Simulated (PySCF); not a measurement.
NbO2Cl, SMILES [Nb](=[O])(=[O])[Cl], multiplicity 1. Geometry optimised at PBE-D3(BJ)/def2-SVP. The multiplicity is an assumed one; other spin states were not compared. The def2 effective core potentials stand for the cores of Nb; spin–orbit coupling is left out.

Computed equilibrium geometry at PBE-D3(BJ)/def2-SVP (PySCF confirms it by a frequency run) as Cartesian coordinates in Å, and its point group:
point group Cs.
```xyz
4

Nb     0.3623    -0.2360     0.0000
O      1.1390     0.4525    -1.3737
O      1.1390     0.4525     1.3737
Cl    -1.9458     0.1433     0.0000
```
Charge 0, spin multiplicity 1.
